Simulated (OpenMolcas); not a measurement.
V2+: ligand-field states by method

V2+ with 4 ligands (sulfide) in tetrahedral coordination (Td) at 2.44 Å. A charge of +1.5 e stands 2.6 Å behind each ligand. Ligand basis ANO-RCC-VDZP.
```
V     0.0000    0.0000    0.0000
S     1.4087    1.4087    1.4087
S     1.4087   -1.4087   -1.4087
S    -1.4087    1.4087   -1.4087
S    -1.4087   -1.4087    1.4087
```

```json
{
 "Program": "OpenMolcas",
 "Basis": "ANO-RCC-VTZP [6s5p3d2f1g]",
 "Scalar Hamiltonian": "DKH2, point nucleus",
 "Active space": "3 electrons in 5 orbitals (3d)",
 "State averaging": "2S+1 = 4 even, 10 roots; 2S+1 = 2 even, 40 roots",
 "Spin-orbit coupling": "RASSI with atomic mean-field integrals over the reference wave functions"
}
```

I. CASSCF
II. SS-CASPT2, IPEA 0.25 Eh, imaginary shift 0.1 Eh (closed shells correlated: 3s 3p and the ligand valence shells)
III. SS-CASPT2, IPEA 0.5 Eh, imaginary shift 0.1 Eh (closed shells correlated: 3s 3p and the ligand valence shells)

Spin-free states (labels of Td) in cm-1, each column counted from its own energy of the first state listed:

```json
{"State": "4T1", "Degeneracy": "3", "I": "0", "II": "0", "III": "0"}
{"State": "4T2", "Degeneracy": "3", "I": "1024", "II": "1170", "III": "1120"}
{"State": "4A2", "Degeneracy": "1", "I": "2287", "II": "2550", "III": "2580"}
{"State": "2E", "Degeneracy": "2", "I": "13931", "II": "9280", "III": "9690"}
{"State": "2T1", "Degeneracy": "3", "I": "14113", "II": "8520", "III": "9520"}
{"State": "4T1", "Degeneracy": "3", "I": "14146", "II": "10340", "III": "10770"}
{"State": "2T2", "Degeneracy": "3", "I": "14196", "II": "8540", "III": "9570"}
{"State": "2A1", "Degeneracy": "1", "I": "14222", "II": "8260", "III": "9480"}
{"State": "2T1", "Degeneracy": "3", "I": "18244", "II": "12550", "III": "13370"}
{"State": "2T1", "Degeneracy": "3", "I": "18263", "II": "12370", "III": "13330"}
{"State": "2E", "Degeneracy": "2", "I": "18517", "II": "12430", "III": "13610"}
{"State": "2T2", "Degeneracy": "3", "I": "18695", "II": "12880", "III": "13940"}
{"State": "2T1", "Degeneracy": "3", "I": "19250", "II": "13390", "III": "14140"}
{"State": "2E", "Degeneracy": "2", "I": "19990", "II": "12080", "III": "13350"}
{"State": "2T2", "Degeneracy": "3", "I": "20321", "II": "12540", "III": "13660"}
{"State": "2T1", "Degeneracy": "3", "I": "31290", "II": "22260", "III": "23430"}
{"State": "2A2", "Degeneracy": "1", "I": "31292", "II": "22280", "III": "23560"}
{"State": "2T2", "Degeneracy": "3", "I": "31363", "II": "22380", "III": "23580"}
{"State": "2E", "Degeneracy": "2", "I": "48199", "II": "35250", "III": "36170"}
{"State": "2T2", "Degeneracy": "3", "I": "48597", "II": "35850", "III": "36760"}
```

From I to II, I's first state of the same spin (4T2) moves from 1024 to 1170 cm-1, by about +140 cm-1.

From I to II, I's first state of another spin (2E) moves from 13931 to 9280 cm-1, by about -4700 cm-1. In II another state of that kind comes below it.

χT at 300 K: I 1.61, II 1.62, III 1.62 cm3 K/mol.

Roots that are degenerate in the reference are averaged as groups; the widest CASPT2 spread within a group is 440 cm-1 (the 3-fold group of multiplicity 2 near 12600 cm-1 above the lowest state of its run, II). Shifts and gaps below about the spread of the groups concerned are not significant. Over all roots computed the reference weight is 0.68 to 0.71 in II, 0.69 to 0.71 in III; a low but even weight reflects the number of correlated electrons. An orbital triplet at a regular site is open to Jahn-Teller coupling, which can distort the site and quench the lowest spin-orbit gaps and is left out. The sulfide ions are held by bare point charges, a crude embedding. Ligand-to-metal charge-transfer states are missing. With no ligand orbital active B as a rule stays too high, so bands that hang on it stand too high and its fall with covalency is understated. Without dynamic correlation the repulsion within the d shell is too large (B by tens of per cent), so at a given field states of lower spin stand too high (holds for I). With metal d orbitals alone and no dynamic correlation the field as a rule comes out too small, by tens of per cent, by up to half for chloride and softer ligands (holds for I). These CASPT2 states fit no ligand-field parameters well, so their order and spin gaps are uncertain (holds for II; III). With one d shell and no ligand orbital active, 10Dq can be off by tens of per cent for divalent 3d ions, low with halides held by bare charges and at times high in hosts (holds for II; III). Free-ion shares, where given, are those of the reference states; single-state CASPT2 does not remix them (holds for II; III). No measured value stands beside these numbers; the geometry is a model, was not optimised and need not be the one that this ion takes.
